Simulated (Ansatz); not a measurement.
Basis-set extrapolation for C2H4N2Si, SMILES `N=C[SiH]1C=N1` (PBE0-D4/def2-TZVP geometry, frozen core, the Gaussian-basis code of Ansatz). Multiplicity 1, RHF reference.

```csv
,def2-TZVPP,def2-QZVPP
HF,-475.895729,-475.913303
MP2 correlation,-0.819632,-0.875737
CCSD(T) correlation,-0.890894,not run
```

Energies in hartree. Use E(X) = E(∞) + A·exp(−7.88·√X) for Hartree–Fock and E(X) = E(∞) + B·X^(−2.97) for correlation, with X = 3 and 4, and add CCSD(T) minus MP2 of the smaller set to the MP2 limit.

**Question.** What is the CCSD(T) energy at the basis-set limit?

**Answer.** HF limit: -475.913303 + (-0.017574) × 0.13774 = -475.91572. MP2 limit: -0.875737 + (-0.056105) × 0.74074 = -0.91730. Higher-order term: -0.890894 − (-0.819632) = -0.07126. Total: -476.90428 hartree, 308.9 kJ/mol below CCSD(T)/def2-TZVPP.
